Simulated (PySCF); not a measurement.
## Bond curve of MgGe

Set-up: Mg cc-pVDZ, Ge cc-pVDZ-PP with ECP10; scalar-relativistic core potentials (PySCF 2.14). Energies in eV from Mg + Ge in their ground configurations at the same level. State: ³Σ⁻ (triplet), unpaired electrons π ↑↑.

```csv
R (Å),ROHF-CCSD,ROHF-CCSD(T),ROHF-MP2
2.235,,,-0.2869
2.339,-0.4140,-0.5500,-0.5528
2.443,-0.5756,-0.7062,-0.6960
2.521,-0.6389,-0.7644,-0.7453
2.599,-0.6657,-0.7854,-0.7587
2.677,-0.6654,-0.7787,-0.7464
2.781,-0.6357,-0.7396,-0.7037
2.911,-0.5705,-0.6618,-0.6272
3.067,-0.4757,-0.5513,-0.5248
3.275,,,-0.3964
```

Task: Put a parabola through the three lowest points of the ROHF-CCSD curve and estimate Re, k and ωe (reduced mass 18.11 u; 1 eV/Å² = 0.16022 mdyn/Å; ωe = 1302.8·√(k/μ) cm⁻¹).

Result: Through R = 2.521, 2.599, 2.677 Å the second-order coefficient is 2.23 eV/Å², so Re ≈ 2.637 Å, k ≈ 0.714 mdyn/Å and ωe ≈ 259 cm⁻¹. A polynomial fit of higher order to the unrounded ROHF-CCSD energies gives Re = 2.636 Å, k = 0.611 mdyn/Å, ωe = 239 cm⁻¹; anharmonicity and rounding make the difference.

The higher-order fit for each curve: ROHF-CCSD: Re = 2.636 Å, ωe = 239 cm⁻¹, De = 0.67 eV; ROHF-CCSD(T): Re = 2.616 Å, ωe = 253 cm⁻¹, De = 0.79 eV; ROHF-MP2: Re = 2.596 Å, ωe = 253 cm⁻¹, De = 0.76 eV.

Correlated steps freeze 5 core orbitals. Correlated levels converge slowly with the basis: in double zeta they bind strong bonds too weakly, by up to about 1 eV, and carry superposition errors of some tenths. Spin–orbit coupling is left out. The state is the lowest determinant that a PBE0 search found; another state may lie lower at other levels.
